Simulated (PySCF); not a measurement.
Compound: C8H8N2.
Bonds: C1–C2, C2–C3 (aromatic), C3–C4 (aromatic), C4–C5 (aromatic), C5–N6 (aromatic), N6–C7 (aromatic), C7–C8 (aromatic), C8–N9 (aromatic), N9–C10 (aromatic), C2–C10 (aromatic), C5–N9 (aromatic). Hydrogens: H11, H12, H13 on C1; H14 on C3; H15 on C4; H16 on C7; H17 on C8; H18 on C10.

Level: PBE0/def2-SVPD in PySCF, non-relativistic, on one gas-phase PBE0-D3(BJ)/def2-SVP geometry that isn't relaxed in the solvent. The solvent is an IEF-PCM continuum (van der Waals radii × 1.2), and excitations are vertical TDDFT with non-equilibrium linear response and a frozen core. Only the electrostatic response of the medium enters.

```
run  E − E(gas) (kcal/mol)  HOMO (eV)  HOMO–LUMO gap (eV)  dipole (D)  lowest singlet (eV)  static polarisability (au)
gas                   0.00      -6.15                5.12        3.75                 4.28                       109.0
  P                  -5.35      -6.19                5.19        4.97                 4.34                       140.5
  Q                  -3.27      -6.16                5.17        4.48                 4.29                       127.7
```

Task: The runs were made in benzene and chloroform. Which run belongs to which solvent?

Result: P = chloroform, Q = benzene. The dielectric constants are 2.271 (benzene), 4.711 (chloroform), and the energy falls further as ε rises. The optical constants n² used for the excitations are 2.25, 2.09 in the same order. In this model the ground state sees the solvent through ε alone.

Task: How constant is the ratio of the lowering to (ε − 1)/(2ε + 1)?

Result: 
```
   solvent  (ε − 1)/(2ε + 1)  E − E(gas) (kcal/mol)  ratio (kcal/mol)  polarisation term (kcal/mol)
   benzene             0.229                  -3.27             -14.2                         -3.62
chloroform             0.356                  -5.35             -15.0                         -6.32
```

The ratio changes by +5.4 % in size from benzene to chloroform. The polarisation term is half the interaction of the solute with the induced surface charges.
